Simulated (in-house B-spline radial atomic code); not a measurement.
A calculation on S3+ (an excited or competing configuration): its settings, and results tabulated from the run. Method: Dirac-Hartree-Fock, average of the jj configuration, Fermi nucleus of rms radius 3.2611 fm. Calculated with an all-electron radial atomic-structure program (B-spline basis).

In the input, a minus or plus after the letter marks the j = l - 1/2 or j = l + 1/2 subshell.

Command:
```bash
python run_scf.py task.json out
```
Settings (nuclear radius in fm, mass in u):
```
Z                16
configuration    1s2 2s2 2p6 3s2 4d-1
hamiltonian      dirac
method           hf
spin_polarised   False
nucleus          fermi
rms_radius       3.2611
atomic_mass      31.97207
speed_of_light   137.035999084
```

Output (hartree, bohr):
```
 radial grid: 71 intervals, B-splines of order 8, outer radius 28.1081 bohr

 iter        energy (Eh)    residual
    1       -393.6041590    2.75e-01
    2       -395.0011313    7.66e-02
    3       -395.0441902    3.12e-02
    4       -395.0514419    1.31e-02
    5       -395.0529365    2.18e-03
    6       -395.0529918    1.90e-04
    7       -395.0529922    1.51e-05
    8       -395.0529923    3.77e-07
    9       -395.0529923    1.89e-08

 total energy                     -395.052992
 kinetic                            397.30874
 electron-nucleus                  -920.12980
 electron-electron                  127.76807

 first-order corrections (not in the total)
   Gaunt                            0.09363
   retardation                     -0.00669
   frequency dependence            -0.00007
   self-energy                      0.06167
   Uehling                         -0.00406
   Wichmann-Kroll                   0.00001
   recoil                           0.00566

 orbital      occ     eigenvalue          <r>       <r^2>       <1/r>       r_max    small
 1s1/2      2.000      -94.31761    0.0966986   0.0125814     15.6734     0.06333  3.24e-03
 2s1/2      2.000      -10.95920     0.471466    0.263505     3.10941      0.3856  5.05e-04
 2p1/2      2.000       -8.61242     0.437266    0.237834     2.98291      0.3251  4.73e-04
 2p3/2      4.000       -8.56187     0.439237    0.239796     2.96431      0.3268  4.71e-04
 3s1/2      2.000       -2.34799      1.49186     2.52985      0.9104       1.316  9.12e-05
 4d3/2      1.000       -0.56299      4.57567     24.0581     0.29863       4.536  1.94e-05
```

Cost of the run: 0.54 s on 1 thread of Intel(R) Xeon(R) 6975P-C, on a shared host.

For the Dirac Hamiltonian the kinetic term is c α·p + (β - 1)c².
